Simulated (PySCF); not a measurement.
# UHF on Bi (bismuth, neutral)

Configuration: [Xe] 4f14 5d10 6s1 6p3 6d1, high-spin 6D determinant (an excited configuration). All numbers are calculated (PySCF 2.14, scalar relativity through the core potential, in aug-cc-pVQZ-PP with one added diffuse shell each of s, p, d, f, g type with ECP60MDF (8s8p6d4f3g, 117 functions)).

- Total energy: -213.130490 hartree
- One-electron energy: -368.1401 hartree
- Hartree (Coulomb) energy: 171.0947 hartree
- Exchange energy: -16.0851 hartree
- ⟨S²⟩: 8.7576
- ⟨L²⟩: 6.015
- Sum of ⟨r⟩: 37.72 bohr
- Sum of ⟨r²⟩: 119.6 bohr²
- Traceless quadrupole moment −½Σ⟨3z² − r²⟩ along its main axis: 18.1 e·bohr²
- Time after the integrals: roughly 7 core-seconds

```csv
shell,electrons,mean orbital energy (hartree),spread (hartree),"rms radius, mean of both spins (bohr)"
5s α,1,-6.89807,0,0.900
5s β,1,-6.86518,0,0.900
5p α,3,-4.47151,0.00035,1.02
5p β,3,-4.45158,0.00138,1.02
5d α,5,-1.52537,0.00246,1.31
5d β,5,-1.49115,0.00212,1.31
6s α,1,-0.98610,0,2.33
6p α,3,-0.48386,0.00114,2.92
6d α,1,-0.06817,0,7.96
```

Energies and moments cover only the electrons outside the core potential. Spin-orbit coupling is strong in this species (close to jj coupling), so the high-spin LS determinant is a model state, not a physical level. The outer electron is Rydberg-like, and this basis confines it to a smaller radius and binds it less than a complete one would.
